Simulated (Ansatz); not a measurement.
Basis-set extrapolation for C$_{2}$H$_{8}$OSSi (`[SiH3]COCS`) (PBE0-D4/def2-TZVP geometry, frozen core, Ansatz). Multiplicity 1, RHF reference.

|  | def2-TZVPP | def2-QZVPP |
| --- | --- | --- |
| HF | -841.777082 | -841.804817 |
| MP2 correlation | -0.890043 | -0.956293 |
| CCSD(T) correlation | -0.988970 | not run |

Energies in hartree. Use E(X) = E(∞) + A·exp(−7.88·√X) for Hartree–Fock and E(X) = E(∞) + B·X^(−2.97) for correlation, with X = 3 and 4, and add CCSD(T) minus MP2 of the smaller set to the MP2 limit.

Question: What is the CCSD(T) energy at the basis-set limit?

Answer: HF limit: -841.804817 + (-0.027735) × 0.13774 = -841.80864. MP2 limit: -0.956293 + (-0.066250) × 0.74074 = -1.00537. Higher-order term: -0.988970 − (-0.890043) = -0.09893. Total: -842.91294 hartree, 385.7 kJ/mol below CCSD(T)/def2-TZVPP.
